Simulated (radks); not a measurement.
Q: Species: Ag28+. Configuration: [Ar] 3d1. Calculated with a radial shooting solver on a logarithmic mesh with Libxc functionals: Dirac Kohn-Sham, LDA (Slater exchange, Perdew-Wang correlation), spin-unpolarised, spherical densities, point nucleus; open shells fill j = l - 1/2 first. Some entries of the table are withheld. Estimate them.

orbital  occ.  eigenvalue (eV)  r(max) (bohr)  <r> (bohr)
1s1/2       2        -26601.90        0.02018     0.03114
2s1/2       2        -5018.801         0.1139      0.1336
2p1/2       2        -4767.137            (1)         (2)
2p3/2       4        -4589.875            (3)         (4)
3s1/2       2        -1774.907         0.3154      0.3371
3p1/2       2              (5)            (6)         (7)
3p3/2       4              (8)            (9)        (10)
3d3/2       1        -1497.030         0.2443      0.2926
3d5/2       0        -1488.039         0.2465      0.2951

A: 
(1) 2p1/2 r(max) (bohr): 0.08796
(2) 2p1/2 <r> (bohr): 0.1132
(3) 2p3/2 r(max) (bohr): 0.09217
(4) 2p3/2 <r> (bohr): 0.1182
(5) 3p1/2 eigenvalue (eV): -1682.110
(6) 3p1/2 r(max) (bohr): 0.2992
(7) 3p1/2 <r> (bohr): 0.3234
(8) 3p3/2 eigenvalue (eV): -1642.219
(9) 3p3/2 r(max) (bohr): 0.3073
(10) 3p3/2 <r> (bohr): 0.3315
